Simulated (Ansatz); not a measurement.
Input for Ansatz (a program for electronic structure): R-PBE0/def2-TZVPP on HF (SMILES F).

Ansatz 0.2 input:
```yaml
crystal:
  periodic: [false, false, false]
  atoms:
    - {symbol: F, position_ang: [-0.00000000, 0.00000000, 0.46222970]}
    - {symbol: H, position_ang: [0.00000000, -0.00000000, -0.46222970]}
basis:
  gaussian:
    orbitals: def2-TZVPP
hamiltonian:
  xc: {name: PBE0}
scf: {lower_state_search: off}
```

Task: Give the final energy of this run.

Result: -100.3940 hartree.
